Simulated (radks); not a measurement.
Task: Excited configurations of Pd+: one electron is placed in a higher orbital outside [Kr] 4d8. The ground configuration is [Kr] 4d9. All-electron calculation, scalar-relativistic Kohn-Sham, r2SCAN, spin-unpolarised, spherical densities, finite nucleus; meta-GGA in the generalised Kohn-Sham scheme; Fermi nuclear charge, rms radius 4.5318 fm. Program: a radial shooting solver on a logarithmic mesh with Libxc functionals. Excitation = E - E(ground); binding = E(ion) - E, where the ion is the core of charge +2; n* = 2/sqrt(2 binding) in atomic units, and the quantum defect is n - n*.

outer orbital  excitation (eV)  binding (eV)     n*  quantum defect  eigenvalue (eV)  <r> (bohr)
5s                       5.078        15.856  1.853           3.147          -12.288       2.782
5p                      10.454        10.480  2.279           2.721           -7.689       3.581
6s                      14.393         6.541  2.884           3.116           -5.172       6.422
6p                      15.906         5.028  3.290           2.710           -3.933       7.819
7s                      17.297         3.637  3.868           3.132           -2.923       11.46
7p                      17.942         2.992  4.265           2.735           -2.393       13.47

Estimate the row for 4f.

Result: excitation (eV) 17.596; binding (eV) 3.338; n* 4.038; quantum defect -0.038; eigenvalue (eV) -2.342; <r> (bohr) 8.971. The Delta-SCF ionisation energy is 20.934 eV (NIST Atomic Spectra Database: 19.4 eV, semi-empirical). Self-interaction in the functional shifts the binding energies and quantum defects, so they are the method's values and not measured ones. Spin polarisation and multiplet splitting are left out, so open shells lie too high by an amount that depends on their filling.

Beside tabulated values, note that spin-unpolarised runs miss the spin-polarisation part of the exchange energy of open shells.
